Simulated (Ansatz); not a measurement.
Basis-set series for `[F][GaH][CH2][GaH2]`. The species carries charge 0 and has multiplicity 1. All single points use the PBE0-D4/def2-TZVP geometry. It is one conformer, not always the lowest.

```tsv
functional	basis	functions	energy (Eh)	HOMO (eV)	LUMO (eV)
PBE0-D4	def2-SVP	117	-3989.44830	-7.47	-1.61
PBE0-D4	def2-TZVPP	228	-3990.10982	-7.49	-1.64
ωB97M-V	def2-SVP	117	-3989.83180	-9.58	0.12
ωB97M-V	def2-TZVPP	228	-3990.49679	-9.62	0.04
```

Problem. Give the rows for def2-QZVPP. (Best estimate.)

Solution. Computed: 
```csv
functional,basis,functions,energy (Eh),HOMO (eV),LUMO (eV)
PBE0-D4,def2-QZVPP,442,-3990.20478,-7.50,-1.68
ωB97M-V,def2-QZVPP,442,-3990.58855,-9.63,-0.12
```

Positive LUMOs are unbound and depend on the basis. Scalar relativity is left out up to krypton.
